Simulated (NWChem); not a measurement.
# Basis-set convergence for hydrogen selenide (H$_{2}$Se)

```xyz
3

Se     0.0000     0.0000    -0.0580
H      1.0539     0.0000     0.9857
H     -1.0539     0.0000     0.9857
```
Charge 0, spin multiplicity 1.

The numbers come from NWChem runs, not from measurements. All single points use one geometry, from PBE/def2-SVP, a minimum by its harmonic frequencies.

Quantity: vertical ionisation energy at the level ΔPBE (Δ: difference of total energies, the cation a doublet at the parent's geometry with its hole in an orbital of symmetry b2 (C2v labels); it is the state that the SCF runs reached, from PBE0 orbitals for Hartree-Fock references, and need not be the lowest).

The Hamiltonian is non-relativistic. The Pople sets run with spherical d functions. The stability of the SCF solutions was not checked.

```tsv
basis	functions	vertical ionisation energy (eV)
STO-3G	20	?
3-21G	26	?
6-31G*	36	9.70
pcseg-1	37	9.79
def2-SVP	42	9.70
def2-TZVP	60	9.76
cc-pVTZ	71	9.77
aug-cc-pVTZ	105	9.78
cc-pVQZ	128	9.77
def2-QZVP	135	9.78
```

Problem. Complete the blanks.

Solution. 
- STO-3G, vertical ionisation energy (eV): 8.12
- 3-21G, vertical ionisation energy (eV): 9.63
